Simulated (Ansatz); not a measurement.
F3H4NO2Si2 (`O[SiH](F)N[Si](O)(F)F`). Total charge 0; spin multiplicity 1. All single points use the PBE0-D4/def2-TZVP geometry. It is one conformer, not always the lowest.

```xyz
12

O    -1.471    1.677    0.541
Si   -0.406    0.904    1.486
F     0.699    1.880    2.089
N     0.431   -0.282    0.563
Si    0.169   -0.801   -1.020
O     1.541   -1.444   -1.581
F    -0.312    0.440   -1.890
F    -1.006   -1.850   -1.179
H    -1.226    1.904   -0.359
H    -1.142    0.362    2.636
H     1.225   -0.715    1.015
H     1.499   -2.076   -2.300
```

Question: What is the dipole moment at PBE/def2-TZVPP? (An estimate is asked.)

Answer: Computed: 2.59 D, with components (1.37, -1.87, -1.16) D in this frame, pointing from negative to positive charge.

Question: And with r2SCAN, B3LYP, ωB97M-V? (Estimate.)

Answer: Computed: r2SCAN 2.64 D, B3LYP 2.66 D, ωB97M-V 2.68 D.

Question: Give the Mulliken charges with PBE, r2SCAN, ωB97M-V in def2-TZVPP. (Estimate.)

Answer: The calculation gave: 
| atom | PBE | r2SCAN | ωB97M-V |
| --- | --- | --- | --- |
| O1 | -0.35 | -0.40 | -0.38 |
| Si2 | 0.60 | 0.75 | 0.68 |
| F3 | -0.27 | -0.32 | -0.31 |
| N4 | -0.25 | -0.36 | -0.31 |
| Si5 | 0.70 | 0.87 | 0.84 |
| O6 | -0.34 | -0.40 | -0.37 |
| F7 | -0.28 | -0.32 | -0.31 |
| F8 | -0.26 | -0.30 | -0.29 |
| H9 | 0.20 | 0.21 | 0.19 |
| H10 | -0.09 | -0.09 | -0.05 |
| H11 | 0.14 | 0.15 | 0.11 |
| H12 | 0.20 | 0.21 | 0.19 |

B3LYP here is the variant with VWN-RPA as its local correlation; programs differ in this.
